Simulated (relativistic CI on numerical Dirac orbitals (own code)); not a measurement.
# Hyperfine structure of Ir5+, mass number 193

Method of calculation: Dirac-Coulomb-Breit CI, KLI orbitals optimised for each configuration, model QED, valence Slater integrals scaled by 0.85, P86 correlation energy added to each configuration (own radial code, finite nucleus).

CI space (outside the closed core [Kr] 4d10 4f14 5s2): 5p⁶5d⁴, 5p⁶5d³6s, 5p⁶5d³5f, 5p⁶5d³6p, 5p⁶5d³5g, 5p⁵5d⁵, 5p⁶5d³6d, 5p⁶5d²6s6p, 5p⁶5d³7s, 5p⁶5d³7p, 5p⁶5d³6f, 5p⁶5d³7d, 5p⁶5d²6s², 5p⁶5d5f6s², 5p⁶5d6s²6p, 5p⁶5d5g6s², 5p⁶5d6s²6d, 5p⁶5d²6p², 5p⁶5d6s6p², 5p⁶5d5f6p², 5p⁶5d6p³, 5p⁶5d5g6p², 5p⁶5d6p²6d. Double excitations out of closed p, d and f shells are left out; levels of such configurations are missing from the list, as are those of other unlisted configurations, and high levels can miss mixing partners.

Nuclear spin I = 3/2, μ = 0.163 μN, Q = 0.751 b (tables of Stone and Pyykkö). The electronic factors are computed for point nuclear moments, without core polarisation or the Bohr-Weisskopf and QED corrections.

```tsv
Level	E (cm⁻¹)	A (MHz)	B (MHz)
5p⁶5d⁴ ⁵D1	5271.1	-7.614	423
5p⁶5d⁴ ⁵D2	9740.2	43.06	389
5p⁶5d⁴ ⁵D3	13123.9	81.13	-210
5p⁶5d⁴ ⁵D4	15163.8	117.5	-1150
5p⁶5d⁴ ³H4	23207.8	145.8	164
5p⁶5d⁴ ³G3	27392.2	154.9	219
5p⁶5d⁴ ³F2	28103.1	143.4	548
5p⁶5d⁴ ³P1	28866.3	109.6	-61.5
```

Levels with J = 0, under 50 % of one LS term, or S terms without an open s electron are left out. Small factors come from cancelling terms and can be off by tens of per cent or more.

At this charge configurations can still be misplaced by up to about 7 % of their energy. Levels and lines within the n = 5 or 6 shells can be off by up to 10 % or somewhat more, and those that change n by about 2 %, since core polarisation is missing.

(1) Give the hyperfine levels of 5p⁶5d⁴ ⁵D3 relative to its centre of gravity.

Results:

(1) With K = F(F + 1) − I(I + 1) − J(J + 1), E = AK/2 + B[¾K(K + 1) − I(I + 1)J(J + 1)]/[2I(2I − 1)J(2J − 1)]: F = 3/2: -612.9, F = 5/2: -252.4, F = 7/2: 105.1, F = 9/2: 312.6 MHz.

LS names give the leading component of a level, which can be under half, so a name can repeat, a term be missing and a line seem to break the LS rules.
